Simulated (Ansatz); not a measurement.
```yaml
crystal:
  periodic: [false, false, false]
  atoms:
    - {symbol: Li, position_ang: [-1.737782, 0.537066, -0.508622]}
    - {symbol: Li, position_ang: [1.735789, -0.540712, 0.511007]}
    - {symbol: Cl, position_ang: [0.077058, -0.777009, -1.091669]}
    - {symbol: Cl, position_ang: [-0.075056, 0.780656, 1.089284]}
basis:
  gaussian: {orbitals: aug-cc-pVDZ}
total_charge: 1
magnetization: {spin_polarized: true, initial_magnetization: 1}
hamiltonian: {xc: {name: RPBE}}
scf: {lower_state_search: off}
output: {forces: true}
```

```sh
$ ansatz run in.yaml --threads 4 --pin off --events-out ev --progress --plain --max-ram 3916MiB
```

It prints (some lines left out):

```
Functional definition: RPBE
994 factors; their error is unknown
mean field evaluation 1: about -25445.0934 eV, gradient 2.8e1 eV
mean field evaluation 2: about -25443.6370 eV, gradient 3.3e1 eV
mean field evaluation 4: about -25449.6619 eV, gradient 1.1e0 eV
mean field evaluation 8: about -25449.6432 eV, gradient 2.8e-2 eV
mean field -25449.64325372 eV, -935.2571391865 hartree, gradient 1.8e-6 eV, S^2 0.751988; 0 other end points of the search recorded, 0 dependent functions left out
reference -25449.64334964 eV, -935.2571427114 hartree; 20, 19 occupied and 80, 81 virtual orbitals, 994 factors
Total energy: -25449.64334964 eV, -935.2571427114 hartree
Atom 0 at    -1.737782     0.537066    -0.508622 Å, force    -0.245995     0.078363    -0.067687 eV/Å
Atom 1 at     1.735789    -0.540712     0.511007 Å, force     0.246366    -0.079746     0.068978 eV/Å
Atom 2 at     0.077058    -0.777009    -1.091669 Å, force     0.029445    -0.241783    -0.335677 eV/Å
Atom 3 at    -0.075056     0.780656     1.089284 Å, force    -0.029815     0.243165     0.334386 eV/Å
Dipole moment:    -0.002563    -0.004466     0.002930 e Å
Checks for a lower state left out: stability, starts, cluster_reference, orbital_swaps, neighbouring_geometries, increment
```

Run time 1.5 s (4 threads of Arm Neoverse N1 on a shared host).

The dipole of an ion depends on the origin.
